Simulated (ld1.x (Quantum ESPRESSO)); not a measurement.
# PW91 RRKJ dataset for antimony (Sb), fully relativistic all-electron reference.

ld1.x (Quantum ESPRESSO) 7.5 input, shortened:

```
&input
   title='Sb', zed=51., rel=2, dft='PW91', iswitch=3,
   config='[Kr] 4d10 5s2 5p2 5d-2', rel_dist='average'
 /
 &inputp
   pseudotype=2, tm=.false., rho0=0.01, lloc=0,
   nlcc=.true., rcore=0.75
 /
3
5P  2  1   2.00   0.00  1.80  1.80  0.0
5D  3  2  -2.00   0.25  1.55  1.55  0.0
5S  1  0   2.00   0.00  1.40  1.40  0.0
 &test
   configts(1)='5s2 5p2'
 /
```

Open shells are filled in proportion to 2j + 1 (rel_dist='average').

All-electron outer shells of the reference configuration (PW91, scalar-relativistic, ld1.x):

| shell | level (eV) | outermost node (bohr) | outermost maximum (bohr) |
| --- | --- | --- | --- |
| 5s | -20.73 | 0.95 | 1.88 |
| 5p | -12.06 | 1.04 | 2.24 |

Question: Does this generation succeed?

Answer: No. ld1.x (Quantum ESPRESSO) 7.5 stopped with "compute_chi: n is too large": the Bessel-function wave could not be built (negative determinant in compute_phi), and the routine for χ then failed on it.
